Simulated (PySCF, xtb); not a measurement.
GeH7NSi2, SMILES [NH]1[SiH2][SiH2][GeH2]1.

Harmonic wavenumbers (cm⁻¹) from GFN2-xTB in xtb at its own minimum, in rising order: 88, 247, 263, 311, 334, 415, 419, 440, 475, 489, 529, 542, 574, 637, 697, 786, 820, 873, 905, 1107, 1701, 1774, 2142, 2172, 2189, 2193, 3463.

Problem. What does PySCF with PBE-D3(BJ)/def2-SVP give at its own minimum? (Estimate from the structure and the level; the computed values follow.)

Solution. 80, 280, 291, 339, 374, 423, 423, 506, 551, 594, 619, 625, 661, 665, 792, 828, 870, 885, 960, 1067, 2029, 2031, 2113, 2118, 2154, 2171, 3513. Paired by order, the mean absolute difference is 65 cm⁻¹ and the zero-point energies are 38.0 and 40.0 kcal/mol.
